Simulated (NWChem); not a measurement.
A series in which one site is exchanged, each optimised at PBE0/def2-SVP with NWChem, gas phase unless a solvent is named. For some, no frequency run checked for a minimum. def2 effective core potentials on I; no spin-orbit coupling.

A: [F][AlH][F] (AlHF₂; site = F)
B: [F][AlH][I] (AlHIF; site = I)
C: [Cl][AlH][F] (AlHClF; site = Cl)
D: [F][AlH2] (AlH2F; site = H)

Values for A:

- dipole (D), PBE0/def2-SVP = 1.39
- orbital gap (eV), PBE0/def2-SVP = 9.33
- static polarisability, PBE/def2-SVPD (bohr³) = 26.1
- lowest singlet excitation, PBE/def2-SVPD, TDA (eV) = 7.34

**Question.** How do these values change for the other members?

**Answer.** 
```tsv
change from A	B	C	D
dipole (D), PBE0/def2-SVP	-0.22	-0.09	-0.04
orbital gap (eV), PBE0/def2-SVP	-2.68	-1.02	-1.86
static polarisability, PBE/def2-SVPD (bohr³)	+37.3	+14.4	+3.5
lowest singlet excitation, PBE/def2-SVPD, TDA (eV)	-2.63	-1.16	-1.93
```
